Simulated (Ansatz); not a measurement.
BClF, SMILES `F[B-]Cl` (lower singlet) (charge -1, multiplicity 1). This singlet lies 1.79 eV below the relaxed triplet at the level frozen-core CCSD(T)/aug-cc-pVTZ // B3LYP-D3(BJ)/def2-TZVPD (Ansatz, a program for electronic structure).

Cartesian coordinates (Å):
```xyz
3

F     -1.1906    -0.3599     0.0000
B     -0.3401     0.6695     0.0000
Cl     1.5307    -0.3096     0.0000
```
Charge -1, spin multiplicity 1.

The restricted HF start is unstable towards unrestricted orbitals.

Task: Give the natural occupations of the active orbitals, the CASSCF energy and the corrected energy for frozen-core fic-MRCISD+Q@CASSCF(2e,2o)/aug-cc-pVTZ // B3LYP-D3(BJ)/def2-TZVPD (Ansatz).

Result: 
| Property | Result |
|---|---|
| natural occupations | 1.91, 0.09 |
| CASSCF energy | -583.7574 Ha |
| corrected energy | -584.3153 Ha |
| weight of the reference | 0.887 |
